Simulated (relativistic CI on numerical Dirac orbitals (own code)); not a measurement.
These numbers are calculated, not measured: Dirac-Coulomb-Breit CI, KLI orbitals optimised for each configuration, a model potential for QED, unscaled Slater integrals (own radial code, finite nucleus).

The strongest absorption lines from the ground level of an ion, among the configurations computed and to levels below about 1160 eV (vacuum wavelength in nm, gf): 1.4817 (0.15), 1.6974 (0.54), 4.2594 (2.5), 5.9738 (1.4), 7.7235 (0.0095).

Task: Which ion is it?
A. Os XLI
B. Yb XXXV
C. Pb XLVII
D. Os XLIII

Result: A. Os XLI has 36 electrons and the ground level 4s2 4p6 1S_0; the strongest line goes to 4s2 4p5 4d 1P°_1. The pattern of lines fixes the number of electrons, and along that sequence the line energies rise steadily with the charge (about as its square where n changes within one kind of shell, about linearly where n is kept but much faster in heavy ions where fine structure, which grows about as Z⁴, sets the gap, and irregularly where shells cross), which fixes Z. Configurations outside the model, such as inner-shell arrays, can give stronger lines. At this charge energies of transitions that change n are usually good to better than 1 %, and those within a shell (Δn = 0) to a few per cent.

LS names give the leading component of a level, which can be under half, so a name can repeat, a term be missing and a line seem to break the LS rules.
